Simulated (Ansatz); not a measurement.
Reaction (ligand exchange at a Ge–O bond): `C[SiH2][O][GeH3]` + `[NH2][GeH2][F]` → `[F][GeH2][NH][GeH3]` + `C[SiH2]O`

Gas-phase electronic energies from Ansatz, PBE0-D4/def2-TZVP geometries. CCSD(T)/CBS adds triple-zeta CCSD(T) − MP2 to the extrapolated MP2 energy (def2 sets, frozen cores). This one scheme is used for every species. DFT in def2-TZVPP. For Ge outer-core shells are correlated without core-valence functions, which leaves a few kJ/mol of doubt a bond. Scalar relativity is left out up to krypton. One conformer a species, not always the lowest.

`C[SiH2][O][GeH3]`:

Z-matrix (Å, degrees):
```
C
Si 1 1.858
H 1 1.092 2 110.8
H 1 1.093 2 110.4 3 -119.9
H 1 1.092 2 110.8 3 120.2
O 2 1.638 1 108.9 3 -60.1
H 2 1.493 1 110.4 3 179.1
H 2 1.493 1 110.4 3 60.6
Ge 6 1.774 2 133.9 1 179.8
H 9 1.533 6 105.6 2 -179.8
H 9 1.538 6 108.6 2 -60.0
H 9 1.538 6 108.6 2 60.5
```

`[NH2][GeH2][F]`:

Cartesian coordinates in Å:
```
N -0.062 -1.152 -0.063
Ge 0.144 0.643 -0.190
F -0.476 1.463 1.228
H 0.470 -1.611 0.661
H -1.013 -1.492 -0.056
H -0.699 1.168 -1.355
H 1.636 0.980 -0.226
```

`[F][GeH2][NH][GeH3]`:

Cartesian coordinates in Å:
```
F -0.859 1.785 -1.640
Ge 0.294 0.474 -1.513
N 0.687 0.151 0.221
Ge -0.429 -0.675 1.434
H -0.422 -0.741 -2.109
H 1.540 0.968 -2.257
H 1.368 0.777 0.625
H -1.368 -1.560 0.601
H -1.240 0.346 2.252
H 0.429 -1.525 2.387
```

`C[SiH2]O`:

Cartesian coordinates in Å:
```
C 1.008 0.548 -0.245
Si -0.576 -0.434 -0.246
O -1.060 -0.858 1.275
H 1.316 0.768 -1.272
H 1.813 -0.009 0.240
H 0.888 1.501 0.277
H -0.393 -1.720 -0.962
H -1.638 0.364 -0.927
H -1.358 -0.160 1.859
```

```
             level  ΔE (eV)
           PBE0-D4     0.30
RPA@PBE/def2-TZVPP     0.31
```

(1) What does CCSD(T)/CBS give? (Best estimate.)

Largest T1 diagnostic among the species: 0.012.

Answers

(1) The calculation gave: +0.29 eV. The listed levels differ from it by 0.01, 0.02 eV.

Leaving LDA and LC-ωPBE aside and taking each functional with its dispersion term where it has one, the values, not all of them listed here, spread over 0.08 eV, from PBE-D4 to B97M-V. LDA lies −0.04 eV from PBE without D4. In def2-TZVPP, CCSD(T) changes the Hartree–Fock value by −0.12 eV (the triples alone add −0.01 eV) and MP2 by −0.13 eV.
